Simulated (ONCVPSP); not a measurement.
## selenium: excitation energies, all-electron against ONCV

```json
{
 "Element": "Se",
 "Generator": "ONCVPSP 4.0.1",
 "Type": "optimised norm-conserving Vanderbilt (ONCV)",
 "Functional": "PBE",
 "Relativity": "scalar-relativistic",
 "Frozen core": "[Ne]",
 "Valence charge": "24",
 "Reference configuration": "3s2 3p6 3d10 4s2 4p3.75 (charge +0.25)",
 "Partial waves": "3s+4s: rc 0.85 bohr, ncon 4, nbas 8, qcut 12.6 1/bohr, 3 projectors, debl 2.5 Ha; 3p+4p: rc 0.95 bohr, ncon 4, nbas 7, qcut 17.7 1/bohr, 3 projectors, debl 1.4 Ha; 3d: rc 0.70 bohr, ncon 4, nbas 9, qcut 26.4 1/bohr, 2 projectors, debl 2.7 Ha; f scattering state at 0.25 Ha: rc 1.00 bohr, ncon 4, nbas 8, qcut 11.3 1/bohr, 2 projectors, debl 0.4 Ha",
 "Local potential": "polynomial inside 0.50 bohr (lpopt 5, dvloc0 0 Ha)",
 "Core correction": "polynomial model core, fcfact 0.45"
}
```

Energies are relative to the spin-unpolarised reference configuration 3s2 3p6 3d10 4s2 4p3.75; without spin polarisation the order of configurations can differ from experiment.

```csv
valence configuration,charge,ΔE all-electron (eV),error AE − PS (meV)
3s2 3p6 3d10 4s2 4p4,0,-1.887,+0.1
3s2 3p6 3d10 4s2 4p3,+1,8.958,-0.6
3s2 3p6 3d10 4s2 4p2,+2,29.306,-2.0
3s2 3p6 3d10 4s2 4p3.5,+0.5,2.422,-0.1
```
